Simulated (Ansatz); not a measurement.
A nudged elastic band was laid between two geometries of ClH8HfNO3Si (15 atoms, charge 0, multiplicity 1).

These are results of RHF/def2-SVP in Ansatz 0.2.0, not measurements.

```
movable images  : 5
climbing image  : yes
spring          : 5.0 eV/Å²
optimiser       : quadratic models (default)
start path      : through a guess of the saddle point
force threshold : 0.05 eV/Å
iteration limit : 60
end points      : relaxed
```

Image 0:

```xyz
15
Properties=species:S:1:pos:R:3
Hf -0.119 -0.140 0.298
Cl -0.881 -0.805 2.549
O 1.807 -0.328 -0.166
H 2.294 -0.773 -0.839
O -1.075 1.345 -0.485
H -1.440 2.115 -0.877
N -0.880 -1.666 -0.844
H -1.648 -1.570 -1.486
H -0.635 -2.640 -0.794
O 1.092 1.409 1.682
Si 2.738 1.812 1.526
H 3.608 0.685 1.884
H 2.976 2.322 0.171
H 2.942 2.901 2.510
H 0.682 1.561 2.525
```

Image 6:

```xyz
15
Properties=species:S:1:pos:R:3
Hf 0.389 0.155 -0.527
Cl -1.450 0.737 2.944
O 1.639 -0.247 -1.949
H 2.193 -0.328 -2.702
O -0.965 1.443 -1.043
H -1.675 2.022 -1.244
N -0.456 -1.637 0.019
H -1.225 -1.750 0.657
H -0.168 -2.549 -0.290
O 1.411 0.918 1.016
Si 2.703 1.491 1.848
H 3.728 0.436 2.025
H 3.322 2.634 1.136
H 2.263 1.952 3.188
H -0.247 0.951 2.574
```

What changes between the two ends?

Bonds broken: Hf1–Cl2, O10–H15. Bonds formed: Cl2–H15. ClH8HfNO3Si becomes ClH + H7HfNO3Si.

Give the energies along the band, and the barrier.

The forces met the threshold. The highest image is number 4 of 0 to 6, 1.01 eV above the first end and 0.36 eV above the last; the last end lies 0.65 eV above the first. A vibrational analysis at the climbing image gives one clearly imaginary mode, 1083i cm⁻¹: a first-order saddle point. The orbitals stay closed-shell, which can raise the energy where a bond breaks towards radicals; this wasn't checked here.

```json
{"image": "0", "path coordinate (Å)": "0.00", "energy (eV)": "0.00", "Hf1–Cl2 (Å)": "2.47", "O10–H15 (Å)": "0.95", "Cl2–H15 (Å)": "2.84"}
{"image": "1", "path coordinate (Å)": "1.44", "energy (eV)": "0.02", "Hf1–Cl2 (Å)": "2.48", "O10–H15 (Å)": "0.95", "Cl2–H15 (Å)": "2.78"}
{"image": "2", "path coordinate (Å)": "2.89", "energy (eV)": "0.02", "Hf1–Cl2 (Å)": "2.50", "O10–H15 (Å)": "0.95", "Cl2–H15 (Å)": "2.65"}
{"image": "3", "path coordinate (Å)": "4.33", "energy (eV)": "0.08", "Hf1–Cl2 (Å)": "2.54", "O10–H15 (Å)": "0.96", "Cl2–H15 (Å)": "2.37"}
{"image": "4", "path coordinate (Å)": "5.77", "energy (eV)": "1.01", "Hf1–Cl2 (Å)": "2.97", "O10–H15 (Å)": "1.31", "Cl2–H15 (Å)": "1.46"}
{"image": "5", "path coordinate (Å)": "6.56", "energy (eV)": "0.70", "Hf1–Cl2 (Å)": "3.53", "O10–H15 (Å)": "1.94", "Cl2–H15 (Å)": "1.29"}
{"image": "6", "path coordinate (Å)": "7.34", "energy (eV)": "0.65", "Hf1–Cl2 (Å)": "3.97", "O10–H15 (Å)": "2.28", "Cl2–H15 (Å)": "1.28"}
```

What is the geometry of the highest image?


```xyz
15
Properties=species:S:1:pos:R:3
Hf 0.139 0.223 -0.242
Cl -1.279 0.754 2.316
O 1.610 -0.046 -1.460
H 2.201 -0.059 -2.189
O -1.075 1.460 -1.106
H -1.831 1.932 -1.401
N -0.542 -1.694 -0.004
H -1.297 -1.973 0.598
H -0.198 -2.504 -0.488
O 1.235 1.008 1.383
Si 2.755 1.435 1.914
H 3.634 0.247 1.935
H 3.330 2.453 1.010
H 2.635 1.990 3.279
H 0.143 1.003 2.109
```

What are the harmonic wavenumbers there?

1083i, 41, 50, 74, 98, 116, 144, 164, 174, 188, 198, 304, 319, 350, 360, 373, 393, 519, 560, 572, 644, 709, 725, 791, 804, 943, 990, 1041, 1047, 1091, 1465, 1650, 2349, 2351, 2369, 3759, 3846, 4300, 4304 cm⁻¹.

The band took 24 iterations and of the order of 17 core-minutes.

The run took 4.6 min on 4 threads of Arm Neoverse V2 (shared host), peak memory 0.53 GiB.
